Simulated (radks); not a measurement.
The numbers below are computed, except where a source is named.
Neutral ruthenium inside a hard spherical wall (all orbitals vanish at R), configuration held at [Kr] 4d7 5s1 and not refilled when levels cross. Code: a radial shooting solver on a logarithmic mesh with Libxc functionals. Model: scalar-relativistic Kohn-Sham, PBE, spin-polarised, spherical densities, finite nucleus; open shells are filled with parallel spins first (spin-orbit coupling, left out, can overturn this in heavy ions); Fermi nuclear charge, rms radius 4.4809 fm. Eigenvalues in eV for spin up, with the zero of energy where the potential of the charges vanishes at infinity; a dash marks a level that is unbound or too diffuse for the functional's potential to be trusted. A positive occupied level is held by the wall or, in an anion where self-interaction has pushed it up, behind a barrier. The pressure on the wall is -dE/dV.

R (bohr)  E (hartree)  kinetic (hartree)    e(4s)    e(4p)   e(4d)   e(5s)  e(5p, empty)  e(6s, empty)  pressure (GPa)
free      -4530.74963           4685.067  -76.988  -47.101  -5.965  -4.761        -1.195             -               0
15        -4530.74963           4685.067  -76.988  -47.101  -5.965  -4.761        -1.188         0.277        < 0.0001
12        -4530.74959           4685.067  -76.984  -47.097  -5.961  -4.757        -1.147         0.834        0.000649
10        -4530.74928           4685.070  -76.958  -47.072  -5.938  -4.734        -1.024         1.859         0.00918
8         -4530.74633           4685.093  -76.805  -46.919  -5.797  -4.584        -0.576         4.529           0.136
6         -4530.71756           4685.258  -75.955  -46.081  -5.039  -3.633         1.257        12.694            2.43
5         -4530.64317           4685.617  -74.518  -44.683  -3.769  -1.799         4.142        23.308            12.4
2.5       -4526.45673           4701.502  -50.263  -21.061  22.448  54.027        72.580        197.10            3110
2         -4518.39608           4729.905  -26.288    4.413  53.431  130.69        156.65        375.66           16700
1.5       -4486.60160           4827.687   43.936   81.567  143.35  357.83        392.29        837.31          129000
